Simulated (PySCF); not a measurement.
# Ag (silver, neutral) across methods

[Kr] 4d10 5s1, 2S determinant. Computed with PySCF 2.14 in aug-cc-pwCVTZ-PP with ECP28MDF (8s8p7d4f3g, 122 functions), with scalar relativity through the core potential.

```tsv
method	E (hartree)	mean ε 4d α (eV)	mean ε 4d β (eV)	mean ε 5s α (eV)	Σ⟨r²⟩ (bohr²)	⟨S²⟩
PBE0	-146.9088	-9.172	-8.990	-5.378	45.32	0.751
PBE	-146.9284	-7.391	-7.178	-4.808	45.55	0.751
r2SCAN	-146.9603	-7.580	-7.356	-5.052	44.98	0.753
M06-L	-147.0143	-7.372	-7.193	-4.503	44.73	0.751
BP86	-147.0290	-7.517	-7.315	-4.985	45.28	0.751
TPSSh	-146.8570	-8.041	-7.826	-4.949	45.32	0.752
LDA	-146.6529	-7.606	-7.412	-5.072	45.36	0.751
```

(1) Estimate the same row for UHF.

Energies and moments cover only the electrons outside the core potential.

## Answers

(1) E (hartree) = -146.05559; mean ε 4d α (eV) = -13.880; mean ε 4d β (eV) = -13.813; mean ε 5s α (eV) = -6.493; Σ⟨r²⟩ (bohr²) = 46.40; ⟨S²⟩ = 0.752.
